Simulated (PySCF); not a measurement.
Two structures of BSiH5OF2, singlet, reached by relaxing down either side of one saddle point (PBE0-D4/def2-TZVP). Energies are electronic, without zero-point energy. Program: PySCF 2.14 with density fitting (its default auxiliary sets; JK sets also for MP2 and CCSD(T)). Basis: def2-TZVPP and def2-QZVPP. Cores are frozen in the correlated methods. Extrapolation: Hartree–Fock as exp(−7.88 √X), correlation as X^−2.97. First:

B1  (-0.043, 0.678, -1.662)
O2  (1.055, 1.447, -1.772)
F3  (0.020, -0.594, -2.002)
F4  (-1.206, 1.158, -1.237)
H5  (0.628, 0.032, 0.945)
Si6  (-0.118, -1.036, 1.664)
H7  (0.913, 2.356, -1.498)
H8  (0.754, -2.229, 1.799)
H9  (-0.492, -0.534, 3.010)
H10  (-1.340, -1.384, 0.900)
(Å)

Second:

B1  (-0.492, 0.501, -0.396)
O2  (1.145, 1.174, 0.263)
F3  (-0.307, 0.822, -1.698)
F4  (-1.318, 1.340, 0.272)
H5  (0.913, 1.885, 0.874)
Si6  (-0.399, -1.457, 0.168)
H7  (1.583, 1.581, -0.494)
H8  (0.777, -2.135, -0.445)
H9  (-0.276, -1.580, 1.648)
H10  (-1.622, -2.197, -0.250)
(Å)

Problem. Which bonds change from the first to the second?

Solution. BHOF₂ ([OH][B]([F])[F]) + SiH₄ → BSiH₃F₂ ([F][B]([F])[SiH3]) + H₂O; bonds formed: B1–Si6, O2–H5; bonds broken: B1–O2, H5–Si6.

Problem. Give the saddle point's structure and its height above each. (To be estimated.)

Solution. The calculation gives: 254.8 kJ/mol above the first and 124.5 kJ/mol above the second (CCSD(T) at an estimated basis limit (MP2 extrapolated from triple and quadruple zeta, plus CCSD(T) − MP2 in triple zeta)).
B1  (-0.170, 0.251, -0.963)
O2  (1.117, 1.103, -0.879)
F3  (-0.059, -0.725, -1.872)
F4  (-1.268, 1.036, -1.004)
H5  (0.830, 0.481, 0.111)
Si6  (-0.226, -0.825, 1.054)
H7  (0.877, 2.034, -0.766)
H8  (0.797, -1.882, 1.267)
H9  (-0.360, -0.016, 2.297)
H10  (-1.537, -1.458, 0.756)
(Å)

The T1 diagnostic stays at or below 0.014.

Labels in which every atom is bracketed show which atoms are joined, not bond orders.

For scale, one of the runs: CCSD(T)/def2-TZVPP, 236 basis functions, launched by `OMP_NUM_THREADS=4 python run.py`. Time: 24 min of wall clock on 4 CPU threads of an Intel Xeon; the host was shared. Peak host memory: 5.2 GiB.
